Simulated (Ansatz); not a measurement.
Program: Ansatz. Geometries: PBE0-D4/def2-TZVP. ΔE: electronic, gas phase. CBS: MP2 limit from def2 TZ/QZ plus the TZ coupled-cluster correction, frozen cores. Elements past krypton have def2 core potentials. For I outer-core shells are correlated without core-valence functions, which leaves a few kJ/mol of doubt a bond. Each species was taken in one conformer, which may not be the lowest.

Reaction (ligand exchange at the Al–N bond): `CC(C)[NH][Al]([F])[F]` + HI → `[F][Al]([F])[I]` + `CC(C)N`

| species | MP2/CBS(def2) energy (Eh) |
| --- | --- |
| `CC(C)[NH][Al]([F])[F]` | -615.39864 |
| HI | -298.04838 |
| `[F][Al]([F])[I]` | -739.26203 |
| `CC(C)N` | -174.20857 |

(1) Work out ΔE.

Largest T1 diagnostic among the species: 0.011.

Answers

(1) ΔE = (-739.26203) + (-174.20857) − (-615.39864) − (-298.04838) = -0.02358 Eh = -61.9 kJ/mol. CCSD(T)/CBS gives -56.0 kJ/mol.

From PBE to PBE0 (25 % exact exchange), in def2-TZVPP and without D4, ΔE moves by −3.3 kJ/mol. The D4 term adds +5.8 kJ/mol with B3LYP and +3.5 kJ/mol with PBE0; it sums over pairs of atoms, weighted by their polarisabilities, and B3LYP, whose exchange is more repulsive, gets the larger term.

B3LYP here is the variant with VWN-RPA as its local correlation; programs differ in this.
